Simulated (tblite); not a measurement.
C5H14AsGa.
Bonds: C1–C2 (double), C2–C3, C3–C4, C4–C5, C5–Ga6, Ga6–As7. Hydrogens: H8, H9 on C1; H10 on C2; H11, H12 on C3; H13, H14 on C4; H15, H16 on C5; H17, H18 on Ga6; H19, H20, H21 on As7.
Bond orders are those of one Lewis drawing.

Computed with GFN2-xTB (tblite), gas phase: L-BFGS steps from a force-field or distance-geometry start until the largest atomic force falls under 0.01 eV/Å.

Step 49: E = -580.4882 eV
```
atom  x, y, z in Å  |  force x, y, z in eV/Å
C1     -3.7538   -0.9477   -0.2069   -0.010   0.030  -0.008
C2     -3.0371   -0.1431    0.5546    0.020  -0.002   0.007
C3     -1.5484   -0.1901    0.6672    0.007  -0.018   0.006
C4     -0.8799    1.1191    0.2410    0.009   0.019  -0.003
C5      0.6469    0.9903    0.3058    0.039   0.009   0.007
Ga6     1.3403   -0.6153   -0.7386    0.003   0.013  -0.021
As7     4.0778   -0.1705   -0.1347    0.004   0.001   0.003
H8     -3.2927   -1.7148   -0.8086   -0.003   0.005   0.000
H9     -4.8268   -0.8757   -0.2631    0.003  -0.016   0.000
H10    -3.5227    0.6194    1.1518    0.018   0.003  -0.012
H11    -1.2669   -0.4084    1.7029    0.012  -0.003   0.023
H12    -1.1525   -1.0037    0.0334   -0.009   0.002  -0.024
H13    -1.2220    1.9376    0.8833   -0.030  -0.010   0.018
H14    -1.1859    1.3534   -0.7845    0.007  -0.003  -0.017
H15     1.1022    1.9283   -0.0502   -0.011  -0.030  -0.022
H16     0.9519    0.8943    1.3614   -0.015  -0.014  -0.009
H17     1.4615   -2.0652   -0.1315   -0.013  -0.012   0.017
H18     1.5581   -0.6133   -2.3010   -0.036   0.004   0.033
H19     4.8551   -1.1668    0.6608   -0.007   0.013  -0.012
H20     5.3159    0.2139   -0.8804    0.011   0.005   0.013
H21     4.3700    0.8754    0.8917    0.002   0.005   0.001
```

Step 50: E = -580.4885 eV
```
atom  x, y, z in Å  |  force x, y, z in eV/Å
C1     -3.7544   -0.9459   -0.2076    0.001   0.022  -0.012
C2     -3.0362   -0.1419    0.5532    0.010  -0.016   0.014
C3     -1.5477   -0.1912    0.6652    0.009  -0.008   0.005
C4     -0.8792    1.1191    0.2416   -0.002   0.008   0.001
C5      0.6476    0.9895    0.3045    0.009   0.000   0.005
Ga6     1.3405   -0.6175   -0.7362    0.008   0.016  -0.042
As7     4.0780   -0.1679   -0.1402    0.008  -0.001   0.012
H8     -3.2941   -1.7129   -0.8105   -0.008   0.011   0.004
H9     -4.8274   -0.8738   -0.2621    0.000  -0.013  -0.002
H10    -3.5213    0.6197    1.1520    0.022   0.005  -0.013
H11    -1.2655   -0.4118    1.7008    0.008   0.001   0.013
H12    -1.1525   -1.0042    0.0301   -0.010   0.004  -0.027
H13    -1.2214    1.9344    0.8878   -0.023  -0.003   0.020
H14    -1.1871    1.3586   -0.7822    0.009  -0.013  -0.017
H15     1.1012    1.9274   -0.0502    0.009  -0.006  -0.033
H16     0.9511    0.8925    1.3596    0.000  -0.015   0.015
H17     1.4655   -2.0635   -0.1227   -0.014  -0.019   0.020
H18     1.5576   -0.6210   -2.2996   -0.040   0.003   0.042
H19     4.8505   -1.1659    0.6585   -0.010   0.016  -0.015
H20     5.3206    0.2171   -0.8777    0.013   0.006   0.010
H21     4.3654    0.8761    0.8898    0.001   0.003  -0.001
```

Step 51: E = -580.4889 eV
```
atom  x, y, z in Å  |  force x, y, z in eV/Å
C1     -3.7550   -0.9433   -0.2086    0.012   0.008  -0.015
C2     -3.0347   -0.1409    0.5519   -0.003  -0.026   0.019
C3     -1.5464   -0.1927    0.6632    0.011   0.004   0.002
C4     -0.8785    1.1193    0.2422   -0.013  -0.008   0.006
C5      0.6483    0.9887    0.3034   -0.027  -0.009   0.002
Ga6     1.3409   -0.6197   -0.7341    0.010   0.011  -0.043
As7     4.0782   -0.1649   -0.1460    0.009   0.001   0.016
H8     -3.2958   -1.7107   -0.8123   -0.011   0.015   0.006
H9     -4.8280   -0.8716   -0.2610   -0.003  -0.007  -0.005
H10    -3.5191    0.6202    1.1518    0.025   0.009  -0.010
H11    -1.2637   -0.4156    1.6986    0.005   0.004  -0.003
H12    -1.1524   -1.0047    0.0260   -0.010   0.007  -0.026
H13    -1.2214    1.9307    0.8930   -0.011   0.002   0.014
H14    -1.1883    1.3639   -0.7800    0.011  -0.023  -0.010
H15     1.1003    1.9262   -0.0508    0.031   0.019  -0.039
H16     0.9500    0.8904    1.3580    0.017  -0.012   0.036
H17     1.4694   -2.0622   -0.1128   -0.013  -0.019   0.018
H18     1.5560   -0.6292   -2.2972   -0.042   0.001   0.038
H19     4.8451   -1.1646    0.6557   -0.010   0.014  -0.014
H20     5.3259    0.2208   -0.8746    0.015   0.006   0.008
H21     4.3602    0.8770    0.8878   -0.001   0.002  -0.002
```

Problem. Estimate the geometry and energy of step 52. (The exact step hangs on the optimiser's Hessian estimate; all steps are aligned on step 51, rigid shifts and turns removed.)

Solution. E = -580.4894 eV, largest force 0.066 eV/Å
```
atom  x, y, z in Å  |  force x, y, z in eV/Å
C1     -3.7555   -0.9401   -0.2100    0.017  -0.008  -0.012
C2     -3.0328   -0.1403    0.5509   -0.015  -0.031   0.020
C3     -1.5448   -0.1945    0.6610    0.008   0.013  -0.003
C4     -0.8780    1.1194    0.2430   -0.019  -0.022   0.012
C5      0.6489    0.9878    0.3022   -0.052  -0.012   0.001
Ga6     1.3414   -0.6220   -0.7324    0.008   0.003  -0.024
As7     4.0786   -0.1614   -0.1522    0.007   0.008   0.012
H8     -3.2980   -1.7080   -0.8143   -0.010   0.014   0.003
H9     -4.8285   -0.8690   -0.2601   -0.006   0.002  -0.007
H10    -3.5158    0.6210    1.1513    0.025   0.013  -0.003
H11    -1.2612   -0.4198    1.6961    0.003   0.005  -0.021
H12    -1.1523   -1.0051    0.0208   -0.009   0.010  -0.021
H13    -1.2218    1.9264    0.8993    0.002   0.005   0.003
H14    -1.1895    1.3695   -0.7778    0.013  -0.032   0.003
H15     1.0996    1.9250   -0.0521    0.045   0.034  -0.035
H16     0.9489    0.8878    1.3568    0.032  -0.005   0.044
H17     1.4735   -2.0611   -0.1014   -0.013  -0.011   0.012
H18     1.5534   -0.6387   -2.2936   -0.041  -0.001   0.020
H19     4.8386   -1.1630    0.6522   -0.006   0.007  -0.009
H20     5.3321    0.2250   -0.8709    0.013   0.005   0.007
H21     4.3543    0.8781    0.8855   -0.002   0.002  -0.001
```

The energy changes by -0.0005 eV. The first-order estimate −F·Δx gives -0.0006 eV and the mean of the old and new forces, exact on a quadratic surface, -0.0005 eV. The step makes an angle of 80° with the force vector and moves no atom by more than 0.012 Å.

What follows is the cost of the whole relaxation. Hardware: an Arm Neoverse N1 with one thread (shared host). Cost: 2.7 s of wall time.
